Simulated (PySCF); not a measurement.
C5H9ClO.
Numbering: `[Cl:1][CH2:2][CH2:3][O:4][CH:5]1[CH2:6][CH2:7]1` (hydrogens: H8, H9 on C2; H10, H11 on C3; H12 on C5; H13, H14 on C6; H15, H16 on C7)

Computed with PySCF at PBE0/pcSseg-1 and B3LYP/def2-SVPD, non-relativistic, on one gas-phase PBE0-D3(BJ)/def2-SVP geometry that isn't relaxed in the solvent. The solvent is an IEF-PCM continuum (Bondi radii, 1.10 Å for H, scaled by 1.2). Only the electrostatic response of the medium enters.

Gas phase at PBE0/pcSseg-1: HOMO -7.35 eV, LUMO 0.85 eV, dipole 1.86 D.

**Question.** What does the continuum do to the energy, the frontier levels and the dipole at PBE0/pcSseg-1 in chloroform and dimethylsulfoxide?

**Answer.** 
| solvent | ε | E(solvent) − E(gas) (kcal/mol) | polarisation term (kcal/mol) | distortion of the solute (kcal/mol) | HOMO (eV) | LUMO (eV) | dipole (D) |
| --- | --- | --- | --- | --- | --- | --- | --- |
| chloroform | 4.711 | -3.23 | -3.49 | 0.26 | -7.24 | 0.91 | 2.16 |
| dimethylsulfoxide | 46.83 | -4.50 | -5.04 | 0.54 | -7.22 | 0.92 | 2.27 |

The polarisation term is half the interaction of the solute with the surface charges that it induces; the rest is the cost of distorting the solute's density. The sum is the electrostatic part of solvation alone. From chloroform to dimethylsulfoxide the lowering changes by a factor 1.39, Onsager's factor (ε − 1)/(2ε + 1) by 1.36 and ε itself by 9.9.

**Question.** Which radius a makes the point-dipole formula ΔE = −[(ε − 1)/(2ε + 1)]·μ²/a³ give the value in dimethylsulfoxide, with the gas-phase dipole?

**Answer.** μ = 0.731 au and |ΔE| = 0.00717 Eh give a = 1.75 Å; the farthest nucleus lies 3.68 Å from the centroid of the nuclei, so such a sphere wouldn't even hold the nuclei. The formula assumes a rigid point dipole at the centre of a sphere.

**Question.** Which ESP-fitted charges (PBE0/pcSseg-1) respond most in chloroform (means over atoms taken as equivalent)?

**Answer.** 
```csv
atoms,environment,gas (e),solvent (e),change
C2,sp3 C–Cl carbon,-0.174,-0.137,+0.037
Cl1,alkyl chlorine,-0.175,-0.210,-0.035
O4,ether oxygen,-0.370,-0.398,-0.028
C6/C7,three-membered-ring carbon,-0.334,-0.347,-0.013
H12,methine hydrogen,+0.088,+0.099,+0.011
H13/H16,methylene hydrogen,+0.140,+0.149,+0.009
C5,sp3 carbon bound to oxygen,+0.191,+0.198,+0.007
H14/H15,methylene hydrogen,+0.159,+0.163,+0.004
H10/H11,methylene hydrogen,+0.043,+0.046,+0.003
C3,sp3 carbon bound to oxygen,+0.171,+0.173,+0.002
H8/H9,methylene hydrogen,+0.127,+0.128,+0.001
```

**Question.** How do the nuclear quadrupole coupling constants eQVzz/h respond in chloroform?

**Answer.** 
| nucleus | Q (barn) | gas (MHz) | solvent (MHz) | η gas | η solvent |
| --- | --- | --- | --- | --- | --- |
| 35Cl at Cl1 | -0.0817 | -75.96 | -73.60 | 0.03 | 0.03 |
| 17O at O4 | -0.0256 | -11.96 | -11.87 | 0.92 | 0.92 |

Gas phase at B3LYP/def2-SVPD: HOMO -7.18 eV, LUMO 0.20 eV, dipole 1.90 D.

**Question.** What does the continuum do to the energy, the frontier levels and the dipole at B3LYP/def2-SVPD in chloroform and dimethylsulfoxide?

**Answer.** 
```
          solvent      ε  E(solvent) − E(gas) (kcal/mol)  polarisation term (kcal/mol)  distortion of the solute (kcal/mol)  HOMO (eV)  LUMO (eV)  dipole (D)
       chloroform  4.711                           -3.24                         -3.57                                 0.33      -7.05       0.24        2.24
dimethylsulfoxide  46.83                           -4.55                         -5.23                                 0.68      -7.02       0.23        2.38
```

**Question.** How does the static polarisability (B3LYP/def2-SVPD, frozen core, with the continuum's full static response) change?

**Answer.** 
```json
{"medium": "gas", "isotropic (au)": "79.0", "principal values (au)": "66.7, 71.3, 99.0", "⟨r²⟩ of the electrons (bohr²)": "1354.0"}
{"medium": "chloroform", "isotropic (au)": "96.3", "principal values (au)": "83.7, 89.3, 116.0", "⟨r²⟩ of the electrons (bohr²)": "1354.8"}
{"medium": "dimethylsulfoxide", "isotropic (au)": "105.1", "principal values (au)": "94.0, 98.8, 122.4", "⟨r²⟩ of the electrons (bohr²)": "1355.1"}
```

The isotropic value in dimethylsulfoxide is 1.33 times the gas-phase one; no cavity-field correction is applied. ⟨r²⟩ is taken about the centre of nuclear charge.

Shape of the structure used: `[Cl:1][CH2:2][CH2:3][O:4][CH:5]1[CH2:6][CH2:7]1`: Cl1–C2–C3–O4 177°, C2–C3–O4–C5 77°, C3–O4–C5–C6 -166°.
